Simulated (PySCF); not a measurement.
HIMgSe. Atoms are numbered in the order given.

```xyz
4

Mg    -0.0067    -0.5073     0.0000
I      0.0008     2.0485     0.0000
Se    -0.0410    -2.9277     0.0000
H      1.4334    -2.9391     0.0000
```
Charge 0, spin multiplicity 1.

The structure is a stationary point at PBE0-D3(BJ)/def2-SVP. The def2 effective core potentials stand for the cores of I; spin–orbit coupling is left out. One conformer was computed; it need not be the lowest.

These are PySCF with CAM-B3LYP/def2-TZVPD values and carry that method's errors.

Mulliken values depend strongly on the basis, most of all with diffuse functions as here. ESP charges are fitted to the potential on shells at 1.4 to 2.0 van der Waals radii. Atomic charges (e):

```json
[
 {"atom": "Mg1", "ESP fit": "___", "Mulliken": "0.43"},
 {"atom": "I2", "ESP fit": "___", "Mulliken": "-0.15"},
 {"atom": "Se3", "ESP fit": "___", "Mulliken": "-0.38"},
 {"atom": "H4", "ESP fit": "___", "Mulliken": "0.11"}
]
```

Question: What belongs in the gaps? (An estimate is asked for; the answer gives what the named calculation found.)

Answer: 
- Mg1, ESP fit: 0.64
- I2, ESP fit: -0.34
- Se3, ESP fit: -0.39
- H4, ESP fit: 0.09
